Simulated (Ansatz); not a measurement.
System: sum formula H₈SiN₃O (charge +1, singlet). It need not be the lowest isomer of its formula. 
Geometry from a B3LYP-D3(BJ)/def2-TZVP (Ansatz, a quantum-chemistry and plane-wave program) optimisation:
```xyz
13

N     -0.1479     1.6276    -0.5867
Si     0.1111     0.0308    -0.1794
N      1.6300    -0.2945     0.4387
N     -0.7267    -1.0639    -1.1351
O     -0.8132    -0.3069     1.4358
H     -0.6922     1.9192    -1.3832
H      0.3118     2.4012    -0.1323
H      2.4580     0.0979     0.0161
H      1.8447    -1.0770     1.0371
H     -0.3371    -1.9633    -1.3734
H     -1.4888    -0.8114    -1.7456
H     -1.7027    -0.6891     1.3710
H     -0.7309     0.2626     2.2170
```
Charge +1, spin multiplicity 1.

Total electronic energies in hartree. Correlated levels leave the core frozen unless marked. Spin-orbit coupling is left out. No relativistic terms. CBS(X,Y): correlation extrapolated as X^-3; Hartree-Fock from the larger set.

```tsv
level	program	energy (Eh)
revPBE-D4/def2-TZVPD	Ansatz + dftd4	-533.68240
B3LYP/def2-TZVPD	Ansatz	-533.82537
HSE06-D4/def2-TZVPD	Ansatz + dftd4	-533.39585
CAM-B3LYP-D3(BJ)/def2-TZVPD	Ansatz + dftd3	-533.72238
B2GP-PLYP-D3(BJ)/def2-TZVPD	Ansatz + dftd3	-533.42148
RPA@PBE/cc-pV(Q+d)Z	Ansatz	-533.53784
MP2/6-31G*	Ansatz	-532.42670
RI-MP2/cc-pV(T+d)Z	Ansatz	-532.84764
RI-MP2/CBS(cc-pV(T+d)Z,cc-pV(Q+d)Z)	Ansatz	-532.9978
SCS-MP2/6-31G*	Ansatz	-532.41033
SCS-MP2/cc-pwCVTZ	Ansatz	-532.85680
CCSD/cc-pV(T+d)Z	Ansatz	-532.87976
CCSD(T)/cc-pVTZ	Ansatz	-532.90918
CCSD(T)/cc-pwCVTZ	Ansatz	-532.93462
CCSD(T)/CBS(cc-pV(T+d)Z,cc-pV(Q+d)Z)	Ansatz	-533.0582
```

Totals of different functionals don't rank their quality; only differences between species are comparable.
